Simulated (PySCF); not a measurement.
# Correlation energy of Xe²⁺ (xenon, charge +2)

[Kr] 4d10 5s2 5p4, high-spin 3P determinant. All numbers are calculated (PySCF 2.14, a scalar-relativistic core potential, in aug-cc-pVTZ-PP with ECP28MDF). Frozen: 4s2 4p6 4d10; 6 electrons correlated.

```
  level  correlation energy (mhartree)
   CCSD                        -109.61
    (T)                          -2.75
CCSD(T)                        -112.36
```

Diagnostics: T1 = 0.0068, D1 = 0.0209, largest double amplitude 0.038.

Cost of the coupled-cluster step: of the order of 4 core-seconds, for 6 correlated electrons.

Iterations:

```
CC2 = 0
CCSD nocc = (np.int64(4), np.int64(2)), nmo = (46, 46)
frozen orbitals [[0, 1, 2, 3, 4, 5, 6, 7, 8], [0, 1, 2, 3, 4, 5, 6, 7, 8]]
max_cycle = 100
direct = 0
conv_tol = 1e-08
conv_tol_normt = 1e-06
diis_space = 8
diis_start_cycle = 0
Init t2, MP2 energy = -0.0918570222729282
Init E_corr(UCCSD) = -0.0918570222882283
cycle = 1  E_corr(UCCSD) = -0.105476337758777  dE = -0.0136193155  norm(t1,t2) = 0.0375864
cycle = 2  E_corr(UCCSD) = -0.108380734634225  dE = -0.00290439688  norm(t1,t2) = 0.0119548
cycle = 3  E_corr(UCCSD) = -0.10964687357596  dE = -0.00126613894  norm(t1,t2) = 0.00458449
cycle = 4  E_corr(UCCSD) = -0.109608866840336  dE = 3.80067356e-05  norm(t1,t2) = 0.000500085
cycle = 5  E_corr(UCCSD) = -0.10961006524446  dE = -1.19840412e-06  norm(t1,t2) = 6.66067e-05
cycle = 6  E_corr(UCCSD) = -0.109610251225452  dE = -1.85980992e-07  norm(t1,t2) = 1.34371e-05
cycle = 7  E_corr(UCCSD) = -0.10961028077797  dE = -2.95525179e-08  norm(t1,t2) = 3.0666e-06
cycle = 8  E_corr(UCCSD) = -0.109610293465717  dE = -1.26877472e-08  norm(t1,t2) = 6.22983e-07
cycle = 9  E_corr(UCCSD) = -0.109610285830311  dE = 7.63540574e-09  norm(t1,t2) = 1.13171e-07
UCCSD converged
E(UCCSD) = -327.2491452893809  E_corr = -0.1096102858303114
UCCSD(T) correction = -0.0027463467835866
```
